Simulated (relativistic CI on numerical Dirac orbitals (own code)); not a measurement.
# Energy levels of Cs II

Calculated at this level of theory: Dirac-Coulomb-Breit CI, separate exchange-only KLI orbitals for each configuration, model QED (radiative potential, 1s self-energy scaled to tabulated hydrogen-like ionisation energies), valence Slater integrals scaled by 0.85, configuration energies shifted to the measured levels that pair with them (semi-empirical) (own radial code, finite nucleus).

CI space (outside the closed core [Kr] 4d10): 5s2.5p6, 5s2.5p5.6s, 5s2.5p5.5d, 5s2.5p5.6p, 5s2.5p4.5d2, 5s2.5p5.7s, 5s2.5p5.6d, 5s.5p6.5d, 5s2.5p5.4f, 5s2.5p5.7p, 5s2.5p5.5f, 5s2.5p5.7d, 5s2.5p5.5g, 5s2.5p5.6f, 5s2.5p5.7f. Levels of other configurations are missing.

| No. | Configuration | Term | J | E (eV) | % | Next component (%) |
| --- | --- | --- | --- | --- | --- | --- |
| 41 | 5s2.5p5.7p‡ | 3P | 2 | 19.3335 | 75 | 24 1D |
| 42 | 5s2.5p5.7p‡ | 1S | 0 | 19.5456 | 55 | 41 3P |
| 43 | 5s2.5p5.6d‡ | 3D° | 1 | 19.5546 | 45 | 16 5s2.5p5.7d 1P° |
| 44 | 5s2.5p5.4f‡ | 3D | 1 | 19.7788 | 99 |  |
| 45 | 5s2.5p5.4f‡ | 3D | 2 | 19.7962 | 71 | 26 1D |
| 46 | 5s2.5p5.4f‡ | 3G | 5 | 19.8232 | 99 |  |
| 47 | 5s2.5p5.4f‡ | 1G | 4 | 19.8324 | 50 | 48 3G |
| 48 | 5s2.5p5.4f‡ | 3F | 2 | 19.8510 | 49 | 38 1D |
| 49 | 5s2.5p5.4f‡ | 3D | 3 | 19.8514 | 48 | 31 3F |
| 50 | 5s2.5p5.4f‡ | 1F | 3 | 19.8788 | 42 | 29 3F |
| 51 | 5s2.5p5.4f‡ | 3F | 4 | 19.8876 | 71 | 15 1G |
| 52 | 5s2.5p5.7s‡ | 3P° | 0 | 20.1016 | 100 |  |
| 53 | 5s2.5p5.7s‡ | 3P° | 1 | 20.1308 | 64 | 36 1P° |
| 54 | 5s2.5p5.7d‡ | 3P° | 1 | 20.3988 | 71 | 11 1P° |
| 55 | 5s2.5p5.7d‡ | 3P° | 2 | 20.4026 | 36 | 20 3D° |
| 56 | 5s2.5p5.7d‡ | 3P° | 0 | 20.4081 | 99 |  |
| 57 | 5s2.5p5.7d‡ | 3F° | 3 | 20.4304 | 48 | 26 1F° |
| 58 | 5s2.5p5.6d‡ | 3F° | 2 | 20.4309 | 39 | 21 5s2.5p5.7d 1D° |
| 59 | 5s2.5p5.7d‡ | 3F° | 4 | 20.4411 | 100 |  |
| 60 | 5s2.5p5.7d‡ | 3D° | 3 | 20.4911 | 60 | 38 1F° |
| 61 | 5s2.5p5.7d‡ | 3D° | 1 | 20.4994 | 33 | 25 1P° |
| 62 | 5s2.5p5.6d‡ | 3F° | 2 | 20.5147 | 35 | 26 5s2.5p5.7d 1D° |
| 63 | 5s2.5p5.6d‡ | 3P° | 2 | 20.5535 | 30 | 23 3D° |
| 64 | 5s2.5p5.6d‡ | 3F° | 3 | 20.5541 | 34 | 28 1F° |
| 65 | 5s2.5p5.5f‡ | 3D | 1 | 20.9216 | 77 | 16 5s2.5p5.7p 3D |
| 66 | 5s2.5p5.5f‡ | 3D | 2 | 20.9403 | 73 | 12 1D |
| 67 | 5s2.5p5.5g‡ | 3F° | 2 | 20.9586 | 100 |  |
| 68 | 5s2.5p5.5g‡ | 3F° | 3 | 20.9591 | 58 | 42 1F° |
| 69 | 5s2.5p5.5g‡ | 3H° | 6 | 20.9629 | 100 |  |
| 70 | 5s2.5p5.5g‡ | 1H° | 5 | 20.9630 | 54 | 46 3H° |
| 71 | 5s2.5p5.7p‡ | 3D | 1 | 20.9655 | 58 | 21 5s2.5p5.5f 3D |
| 72 | 5s2.5p5.5f‡ | 3G | 5 | 20.9711 | 99 | 1 5s2.5p5.6f 3G |
| 73 | 5s2.5p5.5g‡ | 3F° | 4 | 20.9730 | 42 | 32 3G° |
| 74 | 5s2.5p5.5g‡ | 3G° | 3 | 20.9732 | 58 | 25 1F° |
| 75 | 5s2.5p5.5g‡ | 1G° | 4 | 20.9783 | 40 | 32 3G° |
| 76 | 5s2.5p5.5g‡ | 3G° | 5 | 20.9783 | 73 | 15 3H° |
| 77 | 5s2.5p5.5f‡ | 3D | 3 | 20.9840 | 47 | 25 3F |
| 78 | 5s2.5p5.5f‡ | 3G | 4 | 20.9986 | 55 | 41 1G |
| 79 | 5s2.5p5.7p‡ | 3P | 1 | 21.0242 | 53 | 26 3S |
| 80 | 5s2.5p5.7p‡ | 3D | 2 | 21.0243 | 34 | 23 1D |
| 81 | 5s2.5p5.5f‡ | 1F | 3 | 21.0385 | 38 | 33 3F |
| 82 | 5s2.5p5.5f‡ | 3F | 4 | 21.0439 | 68 | 25 1G |
| 83 | 5s2.5p5.5f‡ | 1D | 2 | 21.0592 | 41 | 29 3F |
| 84 | 5s2.5p5.7p‡ | 3P | 0 | 21.1342 | 58 | 41 1S |
| 85 | 5s2.5p5.4f‡ | 3D | 3 | 21.5168 | 35 | 15 3F |
| 86 | 5s2.5p5.6f‡ | 3D | 2 | 21.5224 | 26 | 25 5s2.5p5.4f 3F |
| 87 | 5s2.5p5.4f‡ | 3G | 3 | 21.5671 | 64 | 10 1F |
| 88 | 5s2.5p5.4f‡ | 3G | 4 | 21.5727 | 34 | 24 1G |
| 89 | 5s2.5p5.7d‡ | 3D° | 1 | 21.5922 | 39 | 28 5s2.5p5.6d 1P° |
| 90 | 5s2.5p5.6f‡ | 3D | 1 | 21.6201 | 95 | 3 5s2.5p5.7f 3D |
| 91 | 5s2.5p5.6f‡ | 3G | 5 | 21.6480 | 98 | 1 5s2.5p5.7f 3G |
| 92 | 5s2.5p5.6f‡ | 1G | 4 | 21.6975 | 55 | 33 3G |
| 93 | 5s2.5p5.6f‡ | 3D | 2 | 21.7151 | 50 | 19 5s2.5p5.4f 3F |
| 94 | 5s2.5p5.6f‡ | 3F | 4 | 21.7427 | 59 | 17 3G |
| 95 | 5s2.5p5.6f‡ | 1F | 3 | 21.7480 | 33 | 28 3D |
| 96 | 5s2.5p5.6f‡ | 3F | 3 | 21.7595 | 39 | 19 3G |
| 97 | 5s2.5p5.6f‡ | 1D | 2 | 21.7638 | 50 | 33 3F |
| 98 | 5s2.5p5.7f‡ | 3D | 1 | 22.0471 | 96 | 3 5s2.5p5.6f 3D |
| 99 | 5s2.5p5.7f‡ | 3D | 2 | 22.0565 | 76 | 11 3F |
| 100 | 5s2.5p5.7f‡ | 3G | 5 | 22.0607 | 98 | 2 5s2.5p5.6f 3G |
| 101 | 5s2.5p5.7f‡ | 3D | 3 | 22.0820 | 45 | 27 1F |
| 102 | 5s2.5p5.7f‡ | 3G | 4 | 22.0858 | 55 | 40 1G |
| 103 | 5s2.5p5.7f‡ | 3F | 4 | 22.1304 | 65 | 26 1G |
| 104 | 5s2.5p5.7f‡ | 3F | 3 | 22.1449 | 33 | 32 1F |
| 105 | 5s2.5p5.7d‡ | 3F° | 2 | 22.1893 | 75 | 19 1D° |
| 106 | 5s2.5p5.7d‡ | 3P° | 2 | 22.2031 | 47 | 36 3D° |
| 107 | 5s2.5p5.7d‡ | 3F° | 3 | 22.2126 | 43 | 34 1F° |
| 108 | 5s2.5p5.7f‡ | 1D | 2 | 22.2296 | 46 | 39 3F |
| 109 | 5s2.5p5.7d‡ | 1P° | 1 | 22.6642 | 45 | 21 3D° |
| 110 | 5s2.5p5.5g‡ | 3H° | 4 | 22.7164 | 73 | 15 1G° |

Energies count from the lowest computed level; ° marks odd parity. ‡ marks configurations that were not tied to measured data.

The mean weight of the leading LS term, summed over parents, in these 70 levels is 59 %, and that of the leading jj configuration (from the same eigenvectors) 81 %, so jj coupling describes them better and the LS labels are nominal.

Configurations whose levels could be paired with our table of measured levels were shifted onto them, all but the ground configuration, by the median error of their levels; single terms can still be off by 1,000 to 2,000 cm⁻¹ or more, and rates follow the energies as ν³ (E1, M1) or ν⁵ (E2). The others borrow a shift and can be off by several thousand cm⁻¹ or more. The fine structure of a lone outer electron comes out too small, for d and f at times inverted, and misplaced configurations move strength between like terms. 4 of the 13 excited levels that our extract of the measured tables holds in this range could be paired (the sources list more); they are missed by 180 cm⁻¹ on average and 680 at most, after the shifts were fitted to these levels, and levels without a partner can miss by more.

LS names give the leading component of a level, which can be under half, so a name can repeat, a term be missing and a line seem to break the LS rules.
